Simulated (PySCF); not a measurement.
Energies from PySCF (xtb for GFN2), thermal terms from the rigid-rotor harmonic-oscillator model, ideal gas at 1 bar. 'Table' is the NASA 1993 thermochemical table (part measured, part estimated). S°(298 K) at PBE0/def2-TZVP differs from the NASA 1993 table for PbF4 (+10 J/mol/K); whether the harmonic model or the table's entry is off was not settled. All species are closed-shell singlets. The harmonic model lacks anharmonicity and excited electronic states, which grow with temperature; levels with a mode under 35 cm⁻¹ are left out. Soft modes under 120 cm⁻¹ make the harmonic entropy rough for PbF4. The table's entry may be an old estimate for PbF4 (not checked at source).

Harmonic frequencies at GFN2-xTB (cm⁻¹): 96, 96, 104, 104, 104, 224, 481, 481, 481. Point group Td; S°(298 K) = 360.5 J/mol/K at this level.

Q: Work out Cp and S° of gaseous PbF4 at 500, 800, 1200, 1600, 2000 K from these, and set them beside the table.

A: 
| T (K) | Cp GFN2-xTB | Cp table | S° GFN2-xTB | S° table |
|---|---|---|---|---|
| 500 | 103.9 | 100.7 | 412.8 | 383.4 |
| 800 | 106.4 | 105.0 | 462.3 | 431.9 |
| 1200 | 107.3 | 106.6 | 505.7 | 474.9 |
| 1600 | 107.6 | 107.3 | 536.6 | 505.6 |
| 2000 | 107.8 | 107.6 | 560.6 | 529.6 |
Units J/mol/K.
